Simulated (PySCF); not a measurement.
An element was calculated at PBE0 (PySCF 2.14, spin-free X2C, a triple-zeta basis, no spin-orbit coupling), in the ground configurations that NIST lists.

```
first ionisation energy  : 7.117 eV
second ionisation energy : 15.976 eV
third ionisation energy  : 33.904 eV
```

Problem. Which element is it?

Solution. Manganese (Mn, Z = 25), in ANO-RCC-VTZP. NIST lists 7.434, 15.640, 33.668 ± 0.012 eV for these ionisation energies.
